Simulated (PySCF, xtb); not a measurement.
Ge(I)(Me) (CH3GeI), SMILES [I][Ge][CH3] (connectivity only; charge and spin as stated), neutral, multiplicity 1.

GFN2-xTB (xtb 6.7.1) at its own geometry gives an orbital gap of 2.92 eV and a dipole moment of 6.61 D.

Coordinates come from a PBE-D3(BJ)/def2-SVP optimisation. The def2 effective core potentials stand for the cores of I; spin–orbit coupling is left out.

What does r2SCAN/def2-TZVPD (PySCF) give? (The exact figures need the calculation; the answer reports its results.)

gap 2.35 eV (levels -5.94 and -3.59 eV), dipole 2.14 D.
